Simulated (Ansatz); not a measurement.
Ideal-gas functions of BrClH2InN, SMILES `[NH2][In]([Cl])[Br]` at 400 K and 1 bar, from an Ansatz frequency run at PBE0-D4/def2-TZVP.

Molar mass 246.2 g/mol, point group C1 (symmetry number 1), electronic degeneracy 1, moments of inertia 171.428, 478.384, 649.088 u Å². Harmonic wavenumbers (cm⁻¹, unscaled): 77, 102, 112, 255, 281, 371, 434, 632, 806, 1548, 3562, 3669.

Use S(trans) = R[1.5 ln M + 2.5 ln T − 1.1517]; rotational temperatures θ = 24.2544 K / I; S(rot) = R[ln(√π/σ · √(T³/θAθBθC)) + 1.5]; for each mode x = 1.438777 ν̃/T, S = R[x/(eˣ − 1) − ln(1 − e⁻ˣ)] and H = RT x/(eˣ − 1); 1 cm⁻¹ = 0.0119627 kJ/mol; R = 8.31446 J/(mol·K).

Task: By hand: the entropy, in J/(mol·K).

Result: Translation 183.6. Rotation: θ = 0.1415, 0.0507, 0.0374 K, giving 126.1. Vibration, mode by mode: 19.02, 16.70, 15.93, 9.32, 8.57, 6.51, 5.41, 3.07, 1.88, 0.21, 0.00, 0.00, in all 86.6. Electronic 0.0. Sum 396.3 J/(mol·K).

Task: By hand: H − E and G − E in kJ/mol, counted from the electronic energy.

Result: Zero-point energy ½ × 11849 × 0.0119627 = 70.9; thermal vibration 16.8; translation, rotation and pV give 4 RT = 13.3. H − E = 101.0 kJ/mol, and G − E = 101.0 − 400 × 396.3/1000 = -57.5 kJ/mol.

Vibration gives 22 % of the entropy, 51.6 J/(mol·K) of it from the modes under 150 cm⁻¹: soft modes count most, and the harmonic formula is weakest for them. The sum counts one conformer and one mirror image; others add a mixing term.
